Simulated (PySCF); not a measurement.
C₈H₁₁NO.
Geometry (PBE0-D3(BJ)/def2-SVP, Å), atoms numbered from 1 in this order:
```
atom  x, y, z in Å
C1     3.181    1.578    0.030
C2     2.817    0.489    0.418
C3     2.348   -0.809    0.870
C4     0.843   -1.080    0.758
O5     0.380   -2.112    1.201
N6     0.117   -0.120    0.145
C7    -1.314   -0.242   -0.065
C8    -1.640   -0.584   -1.511
C9    -1.992    0.991    0.469
C10   -2.829    1.789   -0.195
H11    3.517    2.543   -0.303
H12    2.610   -0.972    1.928
H13    2.849   -1.616    0.310
H14    0.596    0.706   -0.199
H15   -1.608   -1.096    0.570
H16   -2.718   -0.756   -1.643
H17   -1.334    0.224   -2.194
H18   -1.110   -1.502   -1.803
H19   -1.739    1.225    1.510
H20   -3.114    1.602   -1.234
H21   -3.272    2.665    0.287
```

Computed at PBE0/pcSseg-1 (PySCF, non-relativistic), with Q(17O) = −0.0256 b, Q(14N) = 0.02044 b: O5, 17O (I = 5/2): χzz = 9.087 MHz, η = 0.112; N6, 14N (I = 1): χzz = -4.356 MHz, η = 0.126.

Task: Find the zero-field quadrupole resonance frequencies of 17O at O5.

Result: From the eigenvalues of H = χ/[4I(2I − 1)] × [3Iz² − I(I + 1) + η(Ix² − Iy²)], steps between neighbouring levels, labelled as for η = 0: ±1/2↔±3/2 1.381 MHz, ±3/2↔±5/2 2.719 MHz (amide oxygen).

Task: Where would the pure quadrupole (NQR) lines of 14N at N6 fall for the rigid, isolated species?

Result: From ν± = (3/4)|χ|(1 ± η/3) and ν0 = |χ|η/2: ν+ 3.404 MHz, ν− 3.130 MHz, ν0 0.273 MHz (amide nitrogen).

In a crystal, neighbours and librations shift these lines. The small basis limits the accuracy of the gradients.

One conformer stands for the species.
